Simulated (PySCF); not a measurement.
## Structure elucidation problem

An unknown has the formula C₆H₁₁PSi. Its calculated NMR data are:

¹H NMR (300 MHz, computed): δ 6.73 (m, 1H), 4.83 (m, 1H), 4.10 (s, 3H), 2.31 (m, 3H), 2.22 (m, 3H).

¹³C{¹H} NMR (computed): δ 173.1 (C), 151.6 (C), 147.6 (CH), 143.9 (C), 17.9 (CH3), 17.3 (CH3).

- geometry: PBE0-D3(BJ)/def2-SVP
- HF/pcSseg-1 with gauge-including orbitals
- run in PySCF 2.14
- in vacuum, non-relativistic, one computed conformer, rapidly exchanging positions averaged

δ = σ(ref) − σ, references computed at the same level: ¹H and ¹³C vs TMS.

Question: What is the structure?

Answer: 
- 6 carbon signals for 6 carbons: no two carbons are equivalent.
- Carbon types of the structure: 3 × C, 1 × CH, 2 × CH3, leaving 4 H on heteroatoms.
- δC 173.1, 151.6, 143.9: unsaturated ring carbon.
- δC 147.6: unsaturated ring CH.
- δC 17.9, 17.3: methyl carbon on an unsaturated ring; saturated and bonded to C and H only.
- δH 6.73: hydrogen on a unsaturated ring CH.
- δH 4.83: hydrogen on a ring phosphorus.
- δH 4.10: hydrogen on a silicon bonded to C.
- δH 2.31, 2.22: hydrogen on a methyl carbon on an unsaturated ring.

Structure: `Cc1cc([SiH3])c(C)[pH]1`.

This is the structure that produced the data.

Splittings by ³¹P in the carbon and heteronuclear signals aren't shown, as no couplings were computed. Shifts are as computed. Against solution values, carbons near 30 ppm lie about -0 ppm off and those near 130 ppm about +7 ppm. Of 1313 compounds with measured shifts, 239 miss one by over three times the rms of a fit or turn the order of signals round; such compounds aren't used in these exercises. No couplings were computed; multiplicities are counted from neighbouring protons, with m where these are inequivalent, close in shift, in a saturated or five-membered ring or joined by F or P, and br s for small geminal =CH2 splittings.
